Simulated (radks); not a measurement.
The numbers below are computed, except where a source is named.
How relativity changes the ionisation of neutral neodymium ([Xe] 4f4 6s2) to Nd+ ([Xe] 4f4 6s1). Spin-unpolarised spherical Kohn-Sham, PBE, point nucleus unless stated (finite: rms radius 4.9123 fm), a radial shooting solver on a logarithmic mesh with Libxc functionals. A level marked "c x" has the speed of light scaled by that factor and shares open shells by 2j + 1; other Dirac levels either fill j = l - 1/2 first or share by 2j + 1.

level,E(Nd) (hartree),E(Nd+) (hartree),IE (eV),HOMO,<r> HOMO (bohr)
non-rel.,-9286.3922,-9286.1901,5.499,6s,4.671
scalar-rel.,-9623.9843,-9623.7712,5.799,4f,1.130
"scalar-rel., finite nucleus",-9623.4612,-9623.2481,5.798,4f,1.130
"Dirac, 2j+1 shares",-9629.8752,-9629.6620,5.800,4f7/2,1.142
"Dirac, low j first",-9629.9089,-9629.6960,5.794,4f5/2,1.124
"Dirac, 2j+1 shares, finite nucleus",-9629.3494,-9629.1363,5.799,4f7/2,1.142
"Dirac, c x 0.85",-9782.1458,-9781.9265,5.969,4f7/2,1.214
"Dirac, c x 1.25",-9498.2921,-9498.0836,5.674,4f7/2,1.095
"Dirac, c x 5",-9298.9070,-9298.7046,5.508,6s1/2,4.662

NIST Atomic Spectra Database: 5.525 eV (measured). The relativistic part of the total energy of Nd is -343 hartree (Dirac, 2j+1 shares, finite nucleus), 3.7 % of the non-relativistic value. Spin polarisation and multiplet splitting of open shells are left out at every level.

Beside tabulated values, note that relativity, absent from the non-relativistic runs, is large for the heavy elements, and spin-unpolarised runs miss the spin-polarisation part of the exchange energy of open shells.
